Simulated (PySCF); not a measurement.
P (SMILES [P+]), charge +1, triplet. Base run: PySCF with R2SCAN/pcseg-1.

Input for PySCF:
```python
from pyscf import gto, scf, dft

mol = gto.Mole()
mol.atom = '''
    P     0.00000000    0.00000000    0.00000000
'''
mol.basis = 'pcseg-1'
mol.charge = 1
mol.spin = 2
mol.verbose = 4
mol.build()

mf = dft.UKS(mol)
mf.xc = 'r2scan'
mf.kernel()
```

Variants of this job, named by their change:

| change | E (Eh) | HOMO (eV) | <S^2> |
|---|---|---|---|
| base | -340.82438 | -15.41 | 2.006 |
| functional = m062x | -340.84130 | -17.23 | 2.002 |
| functional = o3lyp | -340.85341 | -15.57 | 2.003 |
| functional = wb97m_v | -340.84001 | -18.21 | 2.001 |
| functional = camb3lyp | -340.87015 | -17.61 | 2.003 |
| functional = m06 | -340.84475 | -15.80 | 2.001 |
| functional = b3lyp | -340.88015 | -15.95 | 2.003 |
| functional = blyp | -340.87324 | -14.73 | 2.002 |
| functional = hf | -340.31299 | -19.70 | 2.008 |
| functional = mn15 | -340.75661 | -16.79 | 2.002 |
| functional = bhandhlyp | -340.86835 | -17.40 | 2.004 |
| functional = lc_wpbe | -340.74863 | -19.25 | 2.004 |
| functional = b3lyp; dispersion = d3bj | -340.88015 | -15.95 | 2.003 |

Totals shift with the method and basis; they matter in differences.

Open shells are given as the SCF converged; they aren't shown to be the lowest states, and a large step between rows can be another state.
